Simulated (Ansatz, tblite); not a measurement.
Forces on the cluster Pd2S2 at its PBE0-D4/def2-SVP geometry. Charge 0, multiplicity 1.

In the def2 sets Pd takes a core potential; there is no spin–orbit coupling. The xTB rows come from tblite. The restricted singlet is unstable towards broken spin symmetry in Hartree–Fock (as tested in another run); at PBE-D4/def2-TZVP this wasn't settled. At PBE-D4/def2-TZVP an occupied level of the charge 0 singlet lies above an empty one (by up to 0.02 eV), so this SCF solution is probably not the lowest. No other spin state of charge 0 was run. Another isomer (triplet) lies 0.39 eV lower at PBE0-D4/def2-TZVP; other spin states weren't run for this one.

GFN1-xTB (tblite), largest force 0.56 eV/Å:

```xyz
4
positions Å, forces eV/Å
Pd    0.189    0.689    1.517    0.087    0.002   -0.549
Pd    0.143    1.346   -0.990   -0.124   -0.232    0.489
S    -0.659   -0.716   -1.116    0.314    0.010    0.249
S     0.327   -1.319    0.589   -0.277    0.220   -0.189
```

GFN2-xTB (tblite), largest force 0.40 eV/Å:

```
Pd 0.039 -0.024 -0.258
Pd -0.064 -0.130 0.218
S -0.112 0.190 -0.337
S 0.138 -0.036 0.377
```

PBE-D4/def2-TZVP (Ansatz), largest force 0.28 eV/Å:

```
Pd -0.026 -0.282 -0.024
Pd -0.061 -0.252 -0.115
S 0.051 0.273 0.040
S 0.036 0.261 0.098
```
